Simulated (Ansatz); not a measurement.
Stepwise reaction of `C[O][GeH]([OH])[O]C` with hydrogen chloride, as a gas-phase model of exchange steps in deposition or etching. ΔE in kJ/mol.

Program: Ansatz. Geometries: PBE0-D4/def2-TZVP. ΔE: electronic, gas phase. CCSD(T)/CBS is the MP2 limit (def2-TZVPP, def2-QZVPP) plus CCSD(T) − MP2 in def2-TZVPP, frozen cores. This one scheme is used for every species. DFT in def2-TZVPP. B3LYP here is the variant with VWN-RPA as its local correlation; programs differ in this. For Ge outer-core shells are correlated without core-valence functions, which leaves a few kJ/mol of doubt a bond. Scalar relativity is left out up to krypton. One conformer a species, not always the lowest.

| step | reaction | PBE-D4 | B3LYP-D4 | ωB97M-V | CCSD(T)/CBS |
| --- | --- | --- | --- | --- | --- |
| 2 | `C[O][GeH]([OH])[Cl]` + HCl → `[OH][GeH]([Cl])[Cl]` + CH₃OH | -37.4 | -33.2 | -34.0 | -29.5 |

Task: Give the row of step 1, `C[O][GeH]([OH])[O]C` + HCl → `C[O][GeH]([OH])[Cl]` + CH₃OH. (An estimate is asked.)

Result: Ansatz gave: 
```
step                                                     reaction  PBE-D4  B3LYP-D4  ωB97M-V  CCSD(T)/CBS
   1  `C[O][GeH]([OH])[O]C` + HCl → `C[O][GeH]([OH])[Cl]` + CH₃OH   -42.6     -38.0    -38.0        -34.2
```

Task: By hand: ΔE of the 2 steps together at CCSD(T)/CBS.

Result: (-34.2) + (-29.5) = -63.7 kJ/mol, or -31.9 kJ/mol a step.

In ΔE the steps differ by no more than 4.7 kJ/mol. All are downhill at CCSD(T)/CBS. PBE-D4 differs from CCSD(T)/CBS by -8.4 to -7.9 kJ/mol a step. Isolated molecules leave out the surface, adducts and barriers. Largest T1 diagnostic: 0.012.
